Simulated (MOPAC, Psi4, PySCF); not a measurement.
Pair of molecules: H2O (SMILES O) (first 3 atoms) with HCl (SMILES Cl); geometry from B3LYP-D3(BJ)/def2-TZVP, rigid monomers moved along the line of their centres of mass till O1···H5 is 2.12 Å.
(charge 0, multiplicity 1):
```xyz
5

O      0.0409     0.3323     0.2529
H      0.7941     0.8483    -0.0558
H      0.1862    -0.5672    -0.0611
Cl    -0.3480     0.4871     3.6501
H     -0.2469     0.4481     2.3503
```

Monomers are frozen at their geometry in the pair; levels with a basis set take the counterpoise correction. Rows marked so take none.

Cores are frozen in the correlated methods. Rows in 6-31G* carry no dispersion term and start afresh at each structure (6-31G* with six Cartesian d functions). The state that PM6 reach isn't checked.

Programs: MOPAC for PM6 (differences of heats of formation); Psi4 for SAPT; PySCF for 6-31G* rows. 

Task: What is the computed interaction energy (SAPT0/jun-cc-pV(D+d)Z)?

Result: -230 meV

Task: What is the computed interaction energy (PM6)?

Result: -187 meV

Task: Predict the interaction energy from M06-2X/6-31G* (no counterpoise).

Result: -332 meV
